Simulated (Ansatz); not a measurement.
Start from `N[SiH](F)[SiH2]O` and change one atom or group to get `N[SiH](F)CO`.

Ansatz, PBE0-D4/def2-TZVP geometries, multiplicity 1. Each molecule was computed in one conformer, which needn't be the lowest.

| property | `N[SiH](F)[SiH2]O` |
| --- | --- |
| HOMO energy (PBE/def2-TZVPP) / eV | -6.47 |
| HOMO–LUMO gap (PBE/def2-TZVPP) / eV | 5.20 |
| LUMO energy (PBE/def2-TZVPP) / eV | -1.27 |
| HOMO–LUMO gap (PBE0/def2-TZVPP) / eV | 7.34 |
| ideal-gas entropy at 298 K and 1 bar (rigid rotor, harmonic PBE0-D4/def2-TZVP) / J/(mol·K) | 375 |
| size of the dipole moment (ωB97M-V/def2-TZVPP) / D | 2.78 |

(1) Give the same properties after the change, and the shifts. (An estimate is asked.)

Answers

(1) The calculation gave: 
| property | `N[SiH](F)CO` | shift |
| --- | --- | --- |
| HOMO energy (PBE/def2-TZVPP) / eV | -6.35 | 0.12 |
| HOMO–LUMO gap (PBE/def2-TZVPP) / eV | 5.92 | 0.72 |
| LUMO energy (PBE/def2-TZVPP) / eV | -0.43 | 0.84 |
| HOMO–LUMO gap (PBE0/def2-TZVPP) / eV | 8.31 | 0.97 |
| ideal-gas entropy at 298 K and 1 bar (rigid rotor, harmonic PBE0-D4/def2-TZVP) / J/(mol·K) | 347 | -28 |
| size of the dipole moment (ωB97M-V/def2-TZVPP) / D | 1.99 | -0.79 |

With PBE0 the HOMO falls by 0.09 eV and the LUMO rises by 0.89 eV, so the gap widens by about 0.98 eV. PBE moves the HOMO by 0.12 eV and ωB97M-V by -0.43 eV. Dipoles are sizes alone; their direction can turn. Modes under 60 cm⁻¹, often nearly free rotors, make the harmonic entropy too high.
